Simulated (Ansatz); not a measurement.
Gas-phase electronic energies from Ansatz, PBE0-D4/def2-TZVP geometries. CCSD(T)/CBS adds triple-zeta CCSD(T) − MP2 to the extrapolated MP2 energy (def2 sets, frozen cores). This one scheme is used for every species. DFT in def2-TZVPP. Open shells (•) are unrestricted, without spin–orbit coupling. def2 core potentials past Kr. For Sb outer-core shells are correlated without core-valence functions, which leaves a few kJ/mol of doubt a bond.

Consider the homolysis of the O–Sb bond: `C#C[O][SbH2]` → `C#C[O]`• + `[SbH2]`•.

| level | ΔE (kJ/mol) |
| --- | --- |
| r2SCANh-D4 | 124.4 |
| ωB97X-V | 158.8 |
| ωB97M-V | 154.2 |
| r2SCAN | 121.9 |
| MP2/def2-SVP | 154.0 |
| MP2/def2-TZVPP | 185.0 |
| CCSD/def2-TZVPP | 148.8 |
| HF/CBS(def2) | 64.6 |

What does CCSD(T)/CBS give? (An estimate is asked.)

The calculation gave: +176.8 kJ/mol. The listed levels differ from it by -52.4, -18.0, -22.6, -54.9, -22.8, 8.2, -28.0, -112.2 kJ/mol.

Largest T1 diagnostic among the species: 0.023.

From BLYP to BHLYP (50 % exact exchange), in def2-TZVPP and without D4, ΔE moves by +10.2 kJ/mol. Leaving LDA and LC-ωPBE aside and taking each functional with its dispersion term where it has one, the values, not all of them listed here, spread over 35.0 kJ/mol, from r2SCAN-D4 to ωB97X-V. LDA lies +63.1 kJ/mol from PBE without D4, its usual overbinding.
